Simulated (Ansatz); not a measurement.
## Energy profile

The step: SiHClF₂ ([F][SiH]([F])[Cl]) + H₂ → SiH₂F₂ ([F][SiH2][F]) + HCl; bonds formed: Si1–H7, Cl2–H6; bonds broken: Si1–Cl2, H6–H7 (atoms numbered as in the saddle structure below).

```
atom    x (Å)    y (Å)    z (Å)
 Si1  -0.4047   0.2374   0.1234
 Cl2   1.9420   0.4991  -0.4046
  F3  -0.7955   0.8758  -1.2607
  F4  -1.7494  -0.5277   0.5289
  H5  -0.1511   1.0562   1.3042
  H6   0.9744  -0.8305  -0.2314
  H7   0.1846  -1.3102  -0.0598
```

Electronic energies by CCSD(T) at an estimated basis limit (MP2 extrapolated from triple and quadruple zeta, plus CCSD(T) − MP2 in triple zeta), on PBE0-D4/def2-TZVP structures; SiH₃ClF₂, closed shell; no counterpoise correction. Program: Ansatz 0.2.0. Basis: def2-TZVPP and def2-QZVPP. Cores are frozen in the correlated methods. Extrapolation: Hartree–Fock as exp(−7.88 √X), correlation as X^−2.97.

Give the profile in kcal/mol, counted from the separated reactants. (To be estimated.)

The calculation gives:
| point | kcal/mol |
| --- | --- |
| separated: SiHClF₂ (linked as [F][SiH]([F])[Cl]; Si1, Cl2, F3, F4, H5; singlet) + H₂ (H6, H7; singlet) | 0.00 |
| start structure | -0.36 |
| saddle | 56.19 |
| end structure | 18.11 |
| separated: SiH₂F₂ (linked as [F][SiH2][F]; Si1, F3, F4, H5, H7; singlet) + HCl (Cl2, H6; singlet) | 20.53 |

The T1 diagnostic stays at or below 0.013.

For scale, one of the runs: CCSD(T)/def2-TZVPP, 188 basis functions, launched by `ansatz run in.yaml --threads 4 --pin off --events-out ev --progress --plain --max-ram 9574MiB`. The run took 38 s on 4 CPU threads of an Arm Neoverse V2 (shared host), with 2 GiB of host memory at its peak.
